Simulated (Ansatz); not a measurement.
Reactions of C2H6AlFO2 (`C[O][Al]([F])[O]C`).

Computed with Ansatz on PBE0-D4/def2-TZVP structures; ΔE is electronic, products minus reactants. CBS: MP2 limit from def2 TZ/QZ plus the TZ coupled-cluster correction, frozen cores. This one scheme is used for every species, atoms too. Open shells (•) are unrestricted, without spin–orbit coupling. Spin–orbit coupling would lower the free atoms: a little for Al, C, F, O. For Br outer-core shells are correlated without core-valence functions, so the limit isn't a true one: a few kJ/mol of doubt a bond, and 10 to 20 or more in all where bonds break to atoms. Scalar relativity is left out up to krypton. One conformer a species, not always the lowest.

Question: Order these by ΔE at CCSD(T)/CBS, lowest first. (An estimate is asked.)
A. `C[O][Al]([F])[O]C` → `C[O][Al][O]C`• + F•
B. `C[O][Al]([F])[O]C` + H₂S → `C[O][Al]([F])[SH]` + CH₃OH
C. `C[O][Al]([F])[O]C` + H₂O → `C[O][Al]([OH])[F]` + CH₃OH
D. `C[O][Al]([F])[O]C` + H–F → `C[O][Al]([F])[F]` + CH₃OH
E. `C[O][Al]([F])[O]C` + `CCBr` → `CC(C)Br` + `C[O][Al]([OH])[F]`
F. `C[O][Al]([F])[O]C` → Al• + 2 C• + F• + 6 H• + 2 O•
G. `C[O][Al]([F])[O]C` + CH₃OH → `C[O][Al]([O]C)[O]C` + H–F
H. `C[O][Al]([F])[O]C` + HBr → `C[O][Al]([F])[Br]` + CH₃OH

Answer: E (-80.5 kJ/mol), D (-52.6 kJ/mol), H (-36.6 kJ/mol), C (-7.4 kJ/mol), B (+11.0 kJ/mol), G (+45.1 kJ/mol), A (+673.0 kJ/mol), F (+4808.3 kJ/mol).

Largest T1 diagnostic: 0.018, for Al•.
